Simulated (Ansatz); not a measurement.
Reactions of ClFH₄O₂Si₂, SMILES `O[Si](O)(F)[SiH2]Cl`.

Isolated molecules relaxed with PBE0-D4/def2-TZVP in Ansatz; ΔE leaves out vibrations. CCSD(T)/CBS is the MP2 limit (def2-TZVPP, def2-QZVPP) plus CCSD(T) − MP2 in def2-TZVPP, frozen cores. This one scheme is used for every species, atoms too. For atomizations the MP2-based limit and the directly extrapolated one differ by several kJ/mol either way, and by 10 to 25 for some Ge, Se and Sn compounds, so smaller differences from it don't rank the levels. No spin–orbit coupling; open shells (•) take unrestricted orbitals. Spin–orbit coupling would lower the free atoms: a little for Cl, F, O, Si. One conformer a species, not always the lowest.

Q: Order these by ΔE at CCSD(T)/CBS, lowest first. (Best estimate.)
A. `O[Si](O)(F)[SiH2]Cl` + `C[SiH](S)Cl` → `C[SiH](Cl)S[SiH2]Cl` + `O[SiH](O)F`
B. `O[Si](O)(F)[SiH2]Cl` → `O[Si](F)(Cl)O[SiH3]`
C. `O[Si](O)(F)[SiH2]Cl` + H₂S → `O[Si](O)(F)S` + `[SiH3]Cl`
D. `O[Si](O)(F)[SiH2]Cl` + H₂ → `O[Si](O)(F)[SiH3]` + HCl
E. `O[Si](O)(F)[SiH2]Cl` → Cl• + F• + 4 H• + 2 O• + 2 Si•
F. `O[Si](O)(F)[SiH2]Cl` + H–F → `O[Si](O)(F)[SiH2]F` + HCl
G. `O[Si](O)(F)[SiH2]Cl` + CH₃OH → `CO[SiH2][Si](O)(O)F` + HCl
H. `O[Si](O)(F)[SiH2]Cl` + H₂ → `O[SiH](O)[SiH2]Cl` + H–F

A: B (-123.6 kJ/mol), A (-85.2 kJ/mol), C (-70.9 kJ/mol), F (-25.2 kJ/mol), G (+8.5 kJ/mol), D (+70.7 kJ/mol), H (+140.3 kJ/mol), E (+3765.5 kJ/mol).

Largest T1 diagnostic: 0.013, for `O[Si](O)(F)[SiH3]`.
